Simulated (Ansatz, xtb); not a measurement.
C5H3N3O: which of two isomers lies lower

We compare I, `N#Cc1n[nH]cc1C=O`, a singlet, with II, `N#Cc1cnn(C=O)c1`, a singlet. Both are isolated molecules in the gas phase, relaxed with PBE0-D3(BJ)/def2-SVP; the shapes shown needn't be the lowest conformers.

I (Å):

```xyz
12

C    -2.6371    0.1355    0.2454
C    -1.8194    1.3008    0.1470
C    -0.8300    3.1557   -0.5360
C    -1.7715    2.2221   -0.9396
C    -2.5214    2.2199   -2.2004
N    -3.3197   -0.7997    0.2800
N    -0.9823    1.6468    1.1191
N    -0.4084    2.7580    0.6782
O    -2.3904    3.0651   -3.0509
H     0.2820    3.2134    1.2645
H    -0.4586    4.0460   -1.0382
H    -3.2345    1.3686   -2.3233
```

II (Å):

```xyz
12

C    -2.4477    0.5175    1.8380
C    -1.4843    0.7652    0.8252
C    -0.4002    1.7027    0.8575
C     0.1991    0.4394   -2.2934
C    -1.3826    0.1577   -0.4089
N    -3.2274    0.3262    2.6742
N     0.2920    1.6653   -0.2531
N    -0.3067    0.7306   -1.0127
O    -0.2919   -0.3793   -3.0092
H    -0.1330    2.3832    1.6650
H     1.0869    1.0683   -2.5137
H    -1.9679   -0.6153   -0.9009
```

Quicker runs give these differences E(II) − E(I): GFN2-xTB −0.451 eV; HF/STO-3G −0.288 eV (at GFN2-xTB geometries); r2SCAN-D4/def2-SVP −0.217 eV (at GFN2-xTB geometries).

Question: Estimate E(II) − E(I) at the level CCSD(T)/def2-SVP + ΔMP2/def2-TZVPP.

Answer: Calculated at CCSD(T)/def2-SVP + ΔMP2/def2-TZVPP: E(II) − E(I) = −0.216 eV, so structure II lies lower.

Level by level:

```tsv
level	geometry	E(II) − E(I) (eV)	departure from the last row (eV)	job, with rough time for the two
GFN2-xTB	GFN2-xTB	−0.451	−0.235	optimisation, 0.51 s
HF/STO-3G	GFN2-xTB	−0.288	−0.072	single point, 2.2 s
r2SCAN-D4/def2-SVP	GFN2-xTB	−0.217	−0.001	single point, 11 s
PBE0-D3(BJ)/def2-SVP	PBE0-D3(BJ)/def2-SVP	−0.213	+0.003	optimisation, 2.5 min
HF/def2-SVP	PBE0-D3(BJ)/def2-SVP	−0.339	−0.123	part of the CCSD(T) run
MP2/def2-SVP	PBE0-D3(BJ)/def2-SVP	−0.187	+0.029	part of the CCSD(T) run
CCSD(T)/def2-SVP	PBE0-D3(BJ)/def2-SVP	−0.253	−0.037	single point
CCSD(T)/def2-SVP + ΔMP2/def2-TZVPP	PBE0-D3(BJ)/def2-SVP	−0.216		single point, 4.5 min
```

As drawn, II has 1 C–N, 1 C–H in place of 1 C–C, 1 N–H.

The levels shown agree on the order. The largest departure from CCSD(T)/def2-SVP + ΔMP2/def2-TZVPP is that of GFN2-xTB, 0.235 eV. The last row adds to CCSD(T) the change of the MP2 difference between the two basis sets, here +0.037 eV.

With thermal terms from frequencies at re-optimised GFN2-xTB minima (ideal gas, soft modes damped towards free rotors, one conformer each, 298.15 K, 1 atm): the zero-point term adds −0.003 eV; ΔH is −0.222 and ΔG −0.211 eV.

The correlated steps freeze 9 core orbitals. Run with Ansatz 0.2.0, xtb 6.7.1; the last row on 2 threads of Intel(R) Xeon(R) Processor @ 2.50GHz (Skylake/Cascade Lake) on a shared host.
